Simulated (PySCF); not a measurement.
# Correlation energy of Co (cobalt, neutral)

[Ar] 3d7 4s2, high-spin 4F determinant. Calculation: PySCF 2.14, in aug-cc-pVDZ-DK (7s6p4d2f, 59 functions); scalar relativity by spin-free X2C-1e. Frozen: [Ar]; 9 electrons correlated.

MP2 pair energies summed by pair of shells (mhartree):

```tsv
pair	energy	share (%)
3d-3d	-159.18	73.1
3d-4s	-36.51	16.8
4s-4s	-22.16	10.2
```

Total MP2 correlation energy: -217.86 mhartree.

Same-spin part -85.45 and opposite-spin part -132.41 mhartree; SCS-MP2 scales them by 1/3 and 6/5 to -187.37 mhartree.
